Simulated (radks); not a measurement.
Values are calculated unless marked as measured or tabulated.
Ionisation of neutral aluminium, [Ne] 3s2 3p1, to Al+, [Ne] 3s2, under several functionals. Non-relativistic Kohn-Sham, spin-polarised, spherical densities, point nucleus; open shells are filled with parallel spins first; a radial shooting solver on a logarithmic mesh with Libxc functionals.

| functional | E(Al) (hartree) | Exc (hartree) | IE (eV) | -e(HOMO) (eV) | <r> HOMO (bohr) | IE error (eV) |
|---|---|---|---|---|---|---|
| PBE | -242.23204 | -18.39924 | 5.964 | 3.018 | 3.399 | -0.022 |
| revPBE | -242.31790 | -18.48941 | 5.954 | 3.010 | 3.394 | -0.032 |
| revTPSS | -242.27959 | -18.44948 | 5.925 | 2.999 | 3.346 | -0.060 |
| PW91 | -242.34977 | -18.52256 | 6.001 | 3.045 | 3.398 | +0.015 |
| LDA (Slater exchange, Perdew-Zunger correlation) | -241.31399 | -17.44479 | 5.992 | 3.009 | 3.393 | +0.007 |
| LDA (Slater exchange, VWN5 correlation) | -241.32116 | -17.45223 | 6.002 | 3.027 | 3.390 | +0.016 |
| exchange-only PBE | -241.78747 | -17.93498 | 5.353 | 2.505 | 3.574 | -0.632 |
| r2SCAN | -242.32933 | -18.51129 | 5.908 | 3.065 | 3.365 | -0.078 |
| OLYP | -242.36953 | -18.56003 | 5.797 | 2.819 | 3.401 | -0.189 |
| Tao-Mo meta-GGA | -242.28301 | -18.45637 | 5.879 | 2.948 | 3.354 | -0.107 |

NIST Atomic Spectra Database: 5.986 eV (measured). Closest: LDA (Slater exchange, Perdew-Zunger correlation). The Delta-SCF values span 0.65 eV, the total energies 1.06 hartree. The highest occupied level is 3p. Open shells are spherical and high-spin; term and fine-structure splittings are not resolved.
